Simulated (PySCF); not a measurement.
Predicted spectroscopic data

- GFN2-xTB structure
- PBE0/pcSseg-1 with gauge-including orbitals
- code: PySCF
- averaged over atoms made equivalent by symmetry, fast rotation or ring inversion, one conformer, no solvent model, non-relativistic Hamiltonian

Chemical shifts δ = σref − σ; TMS for 1H (31.72 ppm) and 13C (186.93 ppm), all at this level. Splittings of carbon signals by F and P are missing where no couplings were computed. Where no couplings were computed, multiplicities follow the n + 1 count of equivalent neighbours, and m marks all less simple cases (inequivalent or close neighbours, rings, F or P nearby). Shifts are as computed. Against solution values, carbons near 30 ppm lie about +3 ppm off and those near 130 ppm about +5 ppm. Of 1211 compounds with measured shifts, 218 miss one by over three times the rms of a fit or turn the order of signals round; such compounds aren't used in these exercises.

Compound 1 (C₈H₁₆O). 1H NMR (400 MHz, computed): δ 3.55 (s, 3H), 2.95 (m, 1H), 2.28 (m, 1H), 1.90 (m, 1H), 1.83 (m, 1H), 1.57 (m, 1H), 1.20 (m, 1H), 1.14 (m, 1H), 0.98 (d, 3H), 0.91 (m, 1H), 0.79 (m, 1H), 0.70 (m, 1H). 13C{1H} NMR (computed): δ 84.3, 58.0, 46.1, 38.0, 35.6, 32.6, 27.8, 25.0. Structure: SMILES O(C)[C@@H]1CCC[C@H](C)C1.

Compound 2 (C₈H₁₆O). 1H NMR (400 MHz, computed): δ 3.54 (s, 3H), 2.88 (m, 1H), 2.12 (m, 2H), 1.70 (m, 2H), 1.14 (m, 2H), 1.12 (m, 1H), 0.95 (d, 3H), 0.84 (m, 2H). 13C{1H} NMR (computed): δ 84.4 (CH), 58.0 (CH3), 36.8 (CH2), 36.4 (CH), 35.3 (CH2), 24.7 (CH3). Structure: SMILES C[C@H]1CC[C@H](OC)CC1.

Compound 3 (C₅H₇F₃). 1H NMR (400 MHz, computed): δ 2.24 (m, 2H), 1.66 (m, 2H), 1.12 (t, 3H). 13C{1H} NMR (computed): δ 166.3, 139.9, 34.2, 26.4, 16.7. Structure: SMILES C(C)CC(F)=C(F)F.
